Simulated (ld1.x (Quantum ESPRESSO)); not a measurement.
u(r) = r·R(r): atom against pseudo-atom (Rh (Z = 45))

Columns: radius, all-electron u(r) and pseudo u(r) of the 4d shell (level -6.15 eV) of rhodium in the configuration [Ar] 3d10 4s2 4p6 4d8 5s1 5p0; LDA (PZ), scalar-relativistic, RRKJ scheme, ld1.x (Quantum ESPRESSO) 7.5.

```tsv
r (bohr)	all-electron	pseudo
0.085	0.1338	-0.0025
0.170	0.3556	-0.0191
0.255	0.4073	-0.0602
0.340	0.2960	-0.1299
0.425	0.1002	-0.2250
0.510	-0.1175	-0.3362
0.595	-0.3201	-0.4517
0.680	-0.4902	-0.5604
0.765	-0.6225	-0.6544
0.850	-0.7180	-0.7295
0.935	-0.7815	-0.7842
1.020	-0.8184	-0.8187
1.105	-0.8344	-0.8344
1.190	-0.8346	-0.8346
1.275	-0.8232	-0.8232
1.360	-0.8034	-0.8034
1.445	-0.7778	-0.7778
1.530	-0.7486	-0.7486
1.615	-0.7170	-0.7170
1.700	-0.6843	-0.6843
1.785	-0.6513	-0.6513
1.870	-0.6185	-0.6185
1.955	-0.5863	-0.5863
2.040	-0.5550	-0.5550
2.125	-0.5249	-0.5249
2.210	-0.4959	-0.4959
```

(1) How many radial nodes do the two functions have?

(2) At about which radius was the pseudo-wave matched?

(3) Where does each function peak?

(4) Is the pseudo-wave norm-conserving?

Answers

(1) The all-electron 4d function has n − l − 1 = 1; the pseudo-wave has 0, since the states of the same l below it are removed with the core.

(2) 1.15 bohr. The columns agree to 0.0005 from 1.02 bohr on; several derivatives are matched, so the curves merge somewhat inside the radius.

(3) Outermost all-electron maximum near 1.19 bohr, pseudo maximum near 1.19 bohr (to the table’s step).

(4) Yes: the RRKJ scheme keeps the norm inside the radius equal to the all-electron one, which fixes the energy derivative of the logarithmic derivative at the level.
